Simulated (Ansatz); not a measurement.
Gas-phase electronic energies from Ansatz, PBE0-D4/def2-TZVP geometries. CCSD(T)/CBS adds triple-zeta CCSD(T) − MP2 to the extrapolated MP2 energy (def2 sets, frozen cores). DFT in def2-TZVPP. B3LYP here is the variant with VWN-RPA as its local correlation; programs differ in this. One conformer a species, not always the lowest.

Reaction (substitution at a C–S bond): `FCSCS` + `O[SiH2]S` → `SCO[SiH2]S` + `FCS`

```
             level  ΔE (kcal/mol)  difference from CCSD(T)/CBS
            PBE-D4           10.6                         -0.7
         r2SCAN-D4           10.6                         -0.7
           PBE0-D4           10.7                         -0.6
          B3LYP-D4            9.2                         -2.1
           ωB97X-V            9.7                         -1.6
           ωB97M-V           10.4                         -0.9
            B2PLYP           10.4                         -0.9
               PBE           10.9                         -0.4
            r2SCAN           10.8                         -0.5
              PBE0           11.0                         -0.3
             B3LYP            9.7                         -1.6
     HF/def2-TZVPP            8.4                         -2.9
    MP2/def2-TZVPP           12.1                          0.8
SCS-MP2/def2-TZVPP           10.9                         -0.4
   CCSD/def2-TZVPP            9.8                         -1.5
CCSD(T)/def2-TZVPP           10.1                         -1.2
     HF/def2-QZVPP            8.3                         -3.0
    MP2/def2-QZVPP           12.8                          1.5
SCS-MP2/def2-QZVPP           11.5                          0.2
      HF/CBS(def2)            8.3                         -3.0
     MP2/CBS(def2)           13.3                          2.0
    CCSD/CBS(def2)           11.0                         -0.3
       CCSD(T)/CBS           11.3                            0
```

Largest T1 diagnostic among the species: 0.012.

In def2-TZVPP, CCSD(T) changes the Hartree–Fock value by +1.8 kcal/mol (the triples alone add +0.3 kcal/mol) and MP2 by +3.7 kcal/mol.
